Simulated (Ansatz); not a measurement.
Al2Te4⁻. Charge -1, multiplicity 2. Geometry PBE-D4/def2-SVPD.

Cartesian coordinates in Å:
```
Al -1.089 -0.684 -0.854
Al 1.090 0.689 0.849
Te -1.432 0.541 1.397
Te 2.839 1.776 2.222
Te 1.431 -0.527 -1.407
Te -2.840 -1.794 -2.206
```

In the def2 sets Te takes a core potential; there is no spin–orbit coupling. HSE06 is defined as in plane-wave codes, on full-range PBE exchange. At LDA (SPW92)/def2-SVP the gap within one spin of the charge -1 doublet nearly closes, so an electron or hole may be smeared out by delocalisation error. The structure comes from a short search, and lower isomers may exist.

Estimate the α-spin orbital energies around the gap (eV) in Ansatz with LDA (SPW92)/def2-SVP, PBE-D4/def2-SVP, r2SCAN-D4/def2-SVP, PBE0-D4/def2-SVP, HSE06-D4/def2-SVP.


```json
{"orbital": "HOMO−9", "LDA (SPW92)/def2-SVP": "-3.97", "PBE-D4/def2-SVP": "-3.82", "r2SCAN-D4/def2-SVP": "-4.21", "PBE0-D4/def2-SVP": "-4.97", "HSE06-D4/def2-SVP": "-4.57"}
{"orbital": "HOMO−8", "LDA (SPW92)/def2-SVP": "-3.92", "PBE-D4/def2-SVP": "-3.76", "r2SCAN-D4/def2-SVP": "-4.12", "PBE0-D4/def2-SVP": "-4.87", "HSE06-D4/def2-SVP": "-4.49"}
{"orbital": "HOMO−7", "LDA (SPW92)/def2-SVP": "-3.28", "PBE-D4/def2-SVP": "-3.13", "r2SCAN-D4/def2-SVP": "-3.50", "PBE0-D4/def2-SVP": "-4.25", "HSE06-D4/def2-SVP": "-3.84"}
{"orbital": "HOMO−6", "LDA (SPW92)/def2-SVP": "-3.27", "PBE-D4/def2-SVP": "-3.11", "r2SCAN-D4/def2-SVP": "-3.46", "PBE0-D4/def2-SVP": "-4.17", "HSE06-D4/def2-SVP": "-3.79"}
{"orbital": "HOMO−5", "LDA (SPW92)/def2-SVP": "-2.96", "PBE-D4/def2-SVP": "-2.80", "r2SCAN-D4/def2-SVP": "-3.15", "PBE0-D4/def2-SVP": "-3.81", "HSE06-D4/def2-SVP": "-3.44"}
{"orbital": "HOMO−4", "LDA (SPW92)/def2-SVP": "-2.37", "PBE-D4/def2-SVP": "-2.27", "r2SCAN-D4/def2-SVP": "-2.65", "PBE0-D4/def2-SVP": "-3.37", "HSE06-D4/def2-SVP": "-2.99"}
{"orbital": "HOMO−3", "LDA (SPW92)/def2-SVP": "-2.30", "PBE-D4/def2-SVP": "-2.16", "r2SCAN-D4/def2-SVP": "-2.50", "PBE0-D4/def2-SVP": "-3.19", "HSE06-D4/def2-SVP": "-2.81"}
{"orbital": "HOMO−2", "LDA (SPW92)/def2-SVP": "-2.21", "PBE-D4/def2-SVP": "-2.07", "r2SCAN-D4/def2-SVP": "-2.40", "PBE0-D4/def2-SVP": "-3.11", "HSE06-D4/def2-SVP": "-2.72"}
{"orbital": "HOMO−1", "LDA (SPW92)/def2-SVP": "-2.10", "PBE-D4/def2-SVP": "-2.01", "r2SCAN-D4/def2-SVP": "-2.38", "PBE0-D4/def2-SVP": "-3.08", "HSE06-D4/def2-SVP": "-2.71"}
{"orbital": "HOMO", "LDA (SPW92)/def2-SVP": "-1.98", "PBE-D4/def2-SVP": "-1.85", "r2SCAN-D4/def2-SVP": "-2.17", "PBE0-D4/def2-SVP": "-2.87", "HSE06-D4/def2-SVP": "-2.49"}
{"orbital": "LUMO", "LDA (SPW92)/def2-SVP": "1.04", "PBE-D4/def2-SVP": "1.26", "r2SCAN-D4/def2-SVP": "1.40", "PBE0-D4/def2-SVP": "1.89", "HSE06-D4/def2-SVP": "1.53"}
{"orbital": "LUMO+1", "LDA (SPW92)/def2-SVP": "1.28", "PBE-D4/def2-SVP": "1.48", "r2SCAN-D4/def2-SVP": "1.56", "PBE0-D4/def2-SVP": "2.04", "HSE06-D4/def2-SVP": "1.69"}
{"orbital": "LUMO+2", "LDA (SPW92)/def2-SVP": "1.44", "PBE-D4/def2-SVP": "1.69", "r2SCAN-D4/def2-SVP": "1.78", "PBE0-D4/def2-SVP": "2.25", "HSE06-D4/def2-SVP": "1.90"}
{"orbital": "LUMO+3", "LDA (SPW92)/def2-SVP": "1.50", "PBE-D4/def2-SVP": "1.70", "r2SCAN-D4/def2-SVP": "1.91", "PBE0-D4/def2-SVP": "2.34", "HSE06-D4/def2-SVP": "1.99"}
{"orbital": "LUMO+4", "LDA (SPW92)/def2-SVP": "2.85", "PBE-D4/def2-SVP": "3.08", "r2SCAN-D4/def2-SVP": "3.33", "PBE0-D4/def2-SVP": "3.71", "HSE06-D4/def2-SVP": "3.36"}
{"orbital": "LUMO+5", "LDA (SPW92)/def2-SVP": "2.98", "PBE-D4/def2-SVP": "3.17", "r2SCAN-D4/def2-SVP": "3.36", "PBE0-D4/def2-SVP": "3.82", "HSE06-D4/def2-SVP": "3.46"}
{"orbital": "β HOMO", "LDA (SPW92)/def2-SVP": "-1.86", "PBE-D4/def2-SVP": "-1.72", "r2SCAN-D4/def2-SVP": "-1.92", "PBE0-D4/def2-SVP": "-2.14", "HSE06-D4/def2-SVP": "-1.89"}
{"orbital": "β LUMO", "LDA (SPW92)/def2-SVP": "-1.73", "PBE-D4/def2-SVP": "-1.50", "r2SCAN-D4/def2-SVP": "-1.63", "PBE0-D4/def2-SVP": "-1.30", "HSE06-D4/def2-SVP": "-1.55"}
```
